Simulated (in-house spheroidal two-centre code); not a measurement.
Computed with a spheroidal two-centre code. Model: one electron and two fixed point charges, non-relativistic, separated in prolate spheroidal coordinates (energies exact to about nine digits).

With r1 and r2 the distances to the charges and R their separation, ξ = (r1 + r2)/R and η = (r1 − r2)/R; m is the angular momentum about the axis. The force apart is −d(total energy)/dR, and minima and barriers are those of the total energy. The separation constant A is the eigenvalue of −d/dη(1−η²)d/dη + m²/(1−η²) − p²η² − R(Z2−Z1)η, with p² = −E R²/2 and E the electronic energy.

Command:
```bash
python run_two.py task.json out
```
Settings:
```
Z1                     1
Z2                     1
xi_nodes               0
eta_nodes              1
m                      1
```

Run time, properties included: 0.7 s on 1 thread of Intel(R) Xeon(R) Processor @ 2.30GHz (shared host).

**Energy curve, total energy includes the repulsion of the charges.**

Given: first charge 1; second charge 1; united atom label 3d pi g; nodes in ξ 0; nodes in η 1.

Computed: united atom energy -0.22222 hartree.

```json
{"distance (bohr)": "0.322", "electronic energy (hartree)": "-0.222367687", "total energy (hartree)": "2.88322237", "kinetic energy (hartree)": "0.22266", "force apart (hartree/bohr)": "9.6456"}
{"distance (bohr)": "0.577", "electronic energy (hartree)": "-0.222683437", "total energy (hartree)": "1.51041882", "kinetic energy (hartree)": "0.22359", "force apart (hartree/bohr)": "3.0052"}
{"distance (bohr)": "1.04", "electronic energy (hartree)": "-0.223658749", "total energy (hartree)": "0.737879713", "kinetic energy (hartree)": "0.22635", "force apart (hartree/bohr)": "0.92715"}
{"distance (bohr)": "1.86", "electronic energy (hartree)": "-0.22622126", "total energy (hartree)": "0.311413148", "kinetic energy (hartree)": "0.23258", "force apart (hartree/bohr)": "0.29247"}
{"distance (bohr)": "3.34", "electronic energy (hartree)": "-0.230352236", "total energy (hartree)": "0.0690489615", "kinetic energy (hartree)": "0.23576", "force apart (hartree/bohr)": "0.09126"}
{"distance (bohr)": "6", "electronic energy (hartree)": "-0.227538889", "total energy (hartree)": "-0.0608722225", "kinetic energy (hartree)": "0.20803", "force apart (hartree/bohr)": "0.024527"}
{"distance (bohr)": "9", "electronic energy (hartree)": "-0.214682711", "total energy (hartree)": "-0.103571599", "kinetic energy (hartree)": "0.17176", "force apart (hartree/bohr)": "0.007576"}
{"distance (bohr)": "12", "electronic energy (hartree)": "?", "total energy (hartree)": "?", "kinetic energy (hartree)": "?", "force apart (hartree/bohr)": "?"}
{"distance (bohr)": "15", "electronic energy (hartree)": "-0.188908904", "total energy (hartree)": "-0.122242238", "kinetic energy (hartree)": "0.13581", "force apart (hartree/bohr)": "0.00090419"}
{"distance (bohr)": "18", "electronic energy (hartree)": "-0.179476207", "total energy (hartree)": "-0.123920651", "kinetic energy (hartree)": "0.12961", "force apart (hartree/bohr)": "0.00031612"}
{"distance (bohr)": "21", "electronic energy (hartree)": "-0.172129865", "total energy (hartree)": "-0.124510818", "kinetic energy (hartree)": "0.12689", "force apart (hartree/bohr)": "0.00011308"}
{"distance (bohr)": "24", "electronic energy (hartree)": "-0.16639532", "total energy (hartree)": "-0.124728654", "kinetic energy (hartree)": "0.12579", "force apart (hartree/bohr)": "4.4343e-05"}
{"distance (bohr)": "27", "electronic energy (hartree)": "-0.161857317", "total energy (hartree)": "-0.12482028", "kinetic energy (hartree)": "0.12538", "force apart (hartree/bohr)": "2.075e-05"}
{"distance (bohr)": "30", "electronic energy (hartree)": "-0.158200643", "total energy (hartree)": "-0.12486731", "kinetic energy (hartree)": "0.12522", "force apart (hartree/bohr)": "1.1912e-05"}
{"distance (bohr)": "33", "electronic energy (hartree)": "-0.155199487", "total energy (hartree)": "-0.124896457", "kinetic energy (hartree)": "0.12516", "force apart (hartree/bohr)": "7.9713e-06"}
{"distance (bohr)": "36", "electronic energy (hartree)": "?", "total energy (hartree)": "?", "kinetic energy (hartree)": "?", "force apart (hartree/bohr)": "?"}
{"distance (bohr)": "49.8", "electronic energy (hartree)": "-0.145044314", "total energy (hartree)": "-0.124963992", "kinetic energy (hartree)": "0.12506", "force apart (hartree/bohr)": "1.9202e-06"}
{"distance (bohr)": "68.9", "electronic energy (hartree)": "-0.139498888", "total energy (hartree)": "-0.1249851", "kinetic energy (hartree)": "0.12503", "force apart (hartree/bohr)": "5.9923e-07"}
{"distance (bohr)": "95.4", "electronic energy (hartree)": "-0.135476209", "total energy (hartree)": "-0.124994029", "kinetic energy (hartree)": "0.12501", "force apart (hartree/bohr)": "1.7799e-07"}
{"distance (bohr)": "132", "electronic energy (hartree)": "-0.132573405", "total energy (hartree)": "-0.124997648", "kinetic energy (hartree)": "0.125", "force apart (hartree/bohr)": "5.1522e-08"}
```

**Question.** What belongs in the row 12?

**Answer.** electronic energy (hartree): -0.200775211; total energy (hartree): -0.117441878; kinetic energy (hartree): 0.14848; force apart (hartree/bohr): 0.0025865.

**Question.** What belongs in the row 36?

**Answer.** electronic energy (hartree): -0.152694635; total energy (hartree): -0.124916857; kinetic energy (hartree): 0.12513; force apart (hartree/bohr): 5.8097e-06.

**Where the electron sits, z along the axis from the midpoint, the separation constant A tends to l(l+1) at zero distance; at short distance the term in R(Z2−Z1)η can raise or lower it, and at long distance it falls (p² = -ER²/2).**

```json
{"distance (bohr)": "0.431", "mean z squared (bohr²)": "13.476", "mean squared distance from axis (bohr²)": "17.935", "separation constant": "5.9911"}
{"distance (bohr)": "0.774", "mean z squared (bohr²)": "13.427", "mean squared distance from axis (bohr²)": "17.798", "separation constant": "5.9714"}
{"distance (bohr)": "1.39", "mean z squared (bohr²)": "13.308", "mean squared distance from axis (bohr²)": "17.408", "separation constant": "5.9068"}
{"distance (bohr)": "2.49", "mean z squared (bohr²)": "13.253", "mean squared distance from axis (bohr²)": "16.595", "separation constant": "5.6947"}
{"distance (bohr)": "4.48", "mean z squared (bohr²)": "14.708", "mean squared distance from axis (bohr²)": "16.056", "separation constant": "4.9864"}
{"distance (bohr)": "7.5", "mean z squared (bohr²)": "21.166", "mean squared distance from axis (bohr²)": "17.403", "separation constant": "3.1747"}
{"distance (bohr)": "10.5", "mean z squared (bohr²)": "32.176", "mean squared distance from axis (bohr²)": "19.436", "separation constant": "0.57654"}
{"distance (bohr)": "13.5", "mean z squared (bohr²)": "47.998", "mean squared distance from axis (bohr²)": "21.206", "separation constant": "-2.8366"}
{"distance (bohr)": "16.5", "mean z squared (bohr²)": "69.016", "mean squared distance from axis (bohr²)": "22.438", "separation constant": "-7.1486"}
{"distance (bohr)": "19.5", "mean z squared (bohr²)": "95.328", "mean squared distance from axis (bohr²)": "23.167", "separation constant": "-12.452"}
{"distance (bohr)": "22.5", "mean z squared (bohr²)": "?", "mean squared distance from axis (bohr²)": "?", "separation constant": "?"}
{"distance (bohr)": "25.5", "mean z squared (bohr²)": "163.01", "mean squared distance from axis (bohr²)": "23.737", "separation constant": "-26.282"}
{"distance (bohr)": "28.5", "mean z squared (bohr²)": "203.89", "mean squared distance from axis (bohr²)": "23.83", "separation constant": "-34.87"}
{"distance (bohr)": "31.5", "mean z squared (bohr²)": "249.3", "mean squared distance from axis (bohr²)": "23.879", "separation constant": "-44.586"}
{"distance (bohr)": "34.5", "mean z squared (bohr²)": "299.17", "mean squared distance from axis (bohr²)": "23.908", "separation constant": "-55.431"}
{"distance (bohr)": "42.3", "mean z squared (bohr²)": "?", "mean squared distance from axis (bohr²)": "?", "separation constant": "?"}
{"distance (bohr)": "58.6", "mean z squared (bohr²)": "861.85", "mean squared distance from axis (bohr²)": "23.978", "separation constant": "-183.49"}
{"distance (bohr)": "81.1", "mean z squared (bohr²)": "1648.4", "mean squared distance from axis (bohr²)": "23.991", "separation constant": "-368.64"}
{"distance (bohr)": "112", "mean z squared (bohr²)": "3140.6", "mean squared distance from axis (bohr²)": "23.997", "separation constant": "-726.08"}
```

**Question.** What belongs in the row 22.5?

**Answer.** mean z squared (bohr²): 126.75; mean squared distance from axis (bohr²): 23.55; separation constant: -18.816.

**Question.** What belongs in the row 42.3?

**Answer.** mean z squared (bohr²): 449.7; mean squared distance from axis (bohr²): 23.947; separation constant: -88.914.
